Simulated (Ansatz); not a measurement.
Two isomers of C2H3BO: A = `C#CBO`, B = `B1C=CO1`.

Gas-phase electronic energies from Ansatz, PBE0-D4/def2-TZVP geometries. CBS: MP2 limit from def2 TZ/QZ plus the TZ coupled-cluster correction, frozen cores. DFT in def2-TZVPP. B3LYP here is the variant with VWN-RPA as its local correlation; programs differ in this. Each species was taken in one conformer, which may not be the lowest.

A:

```xyz
7

C    -0.5054   -1.4584    0.9605
C    -0.0219   -0.4819    0.4424
B     0.6002    0.7553   -0.2059
O     0.0268    1.3533   -1.2724
H    -0.9280   -2.3211    1.4223
H     1.6125    1.2322    0.2098
H    -0.7841    0.9207   -1.5568
```

B:

```xyz
7

B    -0.253    0.869   -0.410
C     0.887   -0.088   -0.054
C    -0.167   -0.579    0.625
O    -1.086    0.469    0.683
H    -0.635    1.486   -1.354
H     1.749   -0.597   -0.451
H    -0.495   -1.560    0.962
```

Q: Which isomer does CCSD(T)/CBS put lower? Give the gap. (Estimate.)

A: Computed: A, by 24.4 kcal/mol.

Q: Give E(B) − E(A) in kcal/mol with B2PLYP, HF/def2-TZVPP, PBE0-D4, LDA (SPW92), PBE-D4, ωB97M-V, B3LYP. (Best estimate.)

A: Ansatz gave: B2PLYP 25.7, HF/def2-TZVPP 28.1, PBE0-D4 17.5, LDA (SPW92) 13.7, PBE-D4 18.1, ωB97M-V 21.5, B3LYP 25.1. None reverses the order clearly.

Q: Does the order hold for the free energy at 298.15 K (harmonic terms from PBE0-D4)? (Best estimate.)

A: The calculation gave: Yes: G(B) − G(A) = +25.2 kcal/mol, for one conformer each.

Largest T1 diagnostic: 0.015.

In def2-TZVPP, CCSD(T) changes the Hartree–Fock value by −3.8 kcal/mol (the triples alone add −0.7 kcal/mol) and MP2 by −2.9 kcal/mol. From r2SCAN to r2SCAN0 (25 % exact exchange), in def2-TZVPP and without D4, E(B) − E(A) moves by −0.8 kcal/mol.
